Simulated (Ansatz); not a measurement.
Gas-phase electronic energies from Ansatz, PBE0-D4/def2-TZVP geometries. CBS: MP2 limit from def2 TZ/QZ plus the TZ coupled-cluster correction, frozen cores. This one scheme is used for every species. DFT in def2-TZVPP. B3LYP here is the variant with VWN-RPA as its local correlation; programs differ in this. One conformer a species, not always the lowest.

Consider the ligand exchange at the Si–N bond: `O[SiH](O)N[SiH](F)F` + H₂S → `O[SiH](O)S` + `N[SiH](F)F`.

```csv
level,ΔE (kJ/mol),difference from CCSD(T)/CBS
PBE0-D4,9.7,-6.9
B3LYP-D4,17.2,0.6
ωB97M-V,16.7,0.1
B2PLYP,14.3,-2.3
PBE,2.2,-14.4
r2SCAN,12.3,-4.3
B3LYP,11.4,-5.2
HF/def2-TZVPP,21.0,4.4
MP2/def2-TZVPP,16.4,-0.2
MP2/CBS(def2),12.8,-3.8
CCSD(T)/CBS,16.6,0
```

Largest T1 diagnostic among the species: 0.012.

From PBE to PBE0 (25 % exact exchange), in def2-TZVPP and without D4, ΔE moves by +4.0 kJ/mol. The D4 term adds +5.8 kJ/mol with B3LYP and +3.5 kJ/mol with PBE0; it sums over pairs of atoms, weighted by their polarisabilities, and B3LYP, whose exchange is more repulsive, gets the larger term.
